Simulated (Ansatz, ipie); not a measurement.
CH2 (SMILES [CH2]), multiplicity 1, with the C1–H2 bond stretched and the rest rigid; cc-pVDZ, all electrons correlated; total energies in hartree.
Geometry at rest (charge 0, multiplicity 1):
```xyz
3

C     -0.00073     0.17503     0.00000
H     -0.86001    -0.52870     0.00000
H      0.86442    -0.52146     0.00000
```

Phaseless AFQMC takes the named determinant as trial and start, 200 walkers, a time step of 0.005 inverse hartree and 600 blocks of 25 steps, of which the first fifth is dropped; its bars are rough statistical errors and leave out the phaseless and time-step bias. At long bonds its restricted trial need not be the state that the restricted coupled-cluster runs follow.

Programs: Ansatz (a quantum-chemistry and plane-wave program) with Gaussian orbitals; ipie for AFQMC. Each number belongs to the level named beside it.

```
level              R = 1.11 Å         R = 1.44 Å         R = 1.78 Å         R = 2.22 Å         R = 2.89 Å
----------  -----------------  -----------------  -----------------  -----------------  -----------------
R-HF                 -38.8811           -38.8417           -38.7829           -38.7159           -38.6454
U-MP2                -38.9999           -38.9623           -38.8943           -38.8581           -38.8504
R-CCSD               -39.0211           -38.9896           -38.9420           -38.8975           -38.8705
U-CCSD               -39.0231           -38.9897           -38.9407           -38.8960           -38.8796
R-CCSD(T)            -39.0241           -38.9932           -38.9468           -38.9063           -38.8906
U-CCSD(T)            -39.0252           -38.9927           -38.9455           -38.9023           -38.8817
R-CCSDT              -39.0248           -38.9940           -38.9478           -38.9068           -38.8853
R-CCSDT(Q)           -39.0249           -38.9941           -38.9480           -38.9071           -38.8856
AFQMC@RHF   -39.0264 ± 0.0010  -38.9939 ± 0.0015  -38.9450 ± 0.0016  -38.8948 ± 0.0023  -38.8430 ± 0.0039
AFQMC@UHF   -39.0251 ± 0.0006  -38.9903 ± 0.0012  -38.9400 ± 0.0009  -38.8982 ± 0.0009  -38.8795 ± 0.0008
```

AFQMC runs whose block means still drift are left out.

Doubts at one or more of the structures used: a spin-contaminated determinant (U-MP2/cc-pVDZ, U-CCSD/cc-pVDZ, U-CCSD(T)/cc-pVDZ); other coupled-cluster roots lie near (R-CCSD/cc-pVDZ, R-CCSD(T)/cc-pVDZ, R-CCSDT/cc-pVDZ, R-CCSDT(Q)/cc-pVDZ); T1 above 0.05 (R-CCSD/cc-pVDZ, U-CCSD/cc-pVDZ, R-CCSD(T)/cc-pVDZ, U-CCSD(T)/cc-pVDZ, R-CCSDT/cc-pVDZ, R-CCSDT(Q)/cc-pVDZ).
